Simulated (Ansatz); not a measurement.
Ansatz (an electronic-structure program) input (CCSD(T)/def2-SVPD):

Ansatz 0.2 input:
```yaml
crystal:
  periodic: [false, false, false]
  atoms:
    - {symbol: Ir, position_ang: [0.00106677, 0.00004118, -0.00925761]}
    - {symbol: O, position_ang: [1.81305388, -0.35786154, -0.01178294]}
    - {symbol: H, position_ang: [2.10272188, -0.57264604, 0.89186925]}
    - {symbol: O, position_ang: [-0.59522297, 1.71083742, 0.35646060]}
    - {symbol: H, position_ang: [-0.65661417, 2.20266340, -0.48150125]}
    - {symbol: O, position_ang: [-1.21980902, -1.33930906, -0.36562997]}
    - {symbol: H, position_ang: [-1.51242396, -1.74252283, 0.47008671]}
basis:
  gaussian:
    orbitals: def2-SVPD
magnetization: {spin_polarized: false}
correlation: {method: ccsd_t, electrons: outside_noble_gas}
output: {forces: true}
```

End of the output:

```
cycle  17  -24.29042804 eV  change   -8.0e-7 eV  update   3.3e-6
cycle  18  -24.29042740 eV  change    6.4e-7 eV  update   1.8e-6
cycle  19  -24.29042778 eV  change   -3.9e-7 eV  update   9.6e-7
coupled cluster: 0.85 GiB planned
perturbative correction -1.09084404 eV, -0.0400877790 hartree
the calculation of the forces begins
Total energy: -8993.62521525 eV, -330.5096305622 hartree
Atom 0 at     0.001067     0.000041    -0.009258 Å, force    -0.003586     0.006786     0.011910 eV/Å
Atom 1 at     1.813054    -0.357862    -0.011783 Å, force     0.355782    -0.048546    -0.163244 eV/Å
Atom 2 at     2.102722    -0.572646     0.891869 Å, force     0.062818    -0.040177     0.162112 eV/Å
Atom 3 at    -0.595223     1.710837     0.356461 Å, force    -0.120150     0.292973     0.217211 eV/Å
Atom 4 at    -0.656614     2.202663    -0.481501 Å, force    -0.016432     0.103248    -0.145532 eV/Å
Atom 5 at    -1.219809    -1.339309    -0.365630 Å, force    -0.218335    -0.234333    -0.230227 eV/Å
Atom 6 at    -1.512424    -1.742523     0.470087 Å, force    -0.060098    -0.079953     0.147771 eV/Å
Dipole moment:    -0.017086    -0.037579     0.250677 e Å
```
